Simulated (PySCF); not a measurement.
Al(F)2(OMe) (CH3AlF2O), SMILES [F][Al]([O]C)[F].

Geometry optimised at B3LYP-D3(BJ)/def2-SVP. The values are those of a single conformer.

Method: TDDFT-LC-ωPBE/def2-SVPD (PySCF).

Vertical excitations. Isolated molecule, no solvent. State labels are in the subgroup Cs.

| state | symmetry | energy (eV) | λ (nm) | f | main pairs |
|---|---|---|---|---|---|
| S1 | A" | 7.08 | 175 | 0.019 | HOMO→LUMO 81 % |
| S2 | A' | 7.24 | 171 | 0.011 | HOMO−1→LUMO 81 % |
| S3 | A" | 8.55 | 145 | 0.003 | HOMO−1→LUMO+1 92 % |
| S4 | A' | 8.81 | 141 | 0.102 | HOMO→LUMO+1 90 % |
| S5 | A" | 9.15 | 135 | 0.034 | HOMO→LUMO+2 87 % |
| S6 | A' | 9.25 | 134 | 0.011 | HOMO−1→LUMO+2 72 %, HOMO−2→LUMO 16 % |
| S7 | A' | 9.40 | 132 | 0.053 | HOMO−2→LUMO 63 %, HOMO−1→LUMO+2 18 % |
| S8 | A" | 9.55 | 130 | 0.001 | HOMO−3→LUMO 78 % |
| S9 | A' | 9.91 | 125 | 0.139 | HOMO−4→LUMO 76 % |
| S10 | A" | 9.92 | 125 | 0.006 | HOMO→LUMO+4 73 % |
| T1 | A" | 6.68 | 186 | 0 | HOMO→LUMO 75 %, HOMO→LUMO+3 14 % |
| T2 | A' | 6.89 | 180 | 0 | HOMO−1→LUMO 76 %, HOMO−1→LUMO+3 14 % |
| T3 | A' | 7.91 | 157 | 0 | HOMO→LUMO+1 88 % |
| T4 | A" | 8.35 | 149 | 0 | HOMO−1→LUMO+1 90 % |
Triplets are in the Tamm–Dancoff approximation, which puts them higher than full response would, so one can lie above its singlet here.
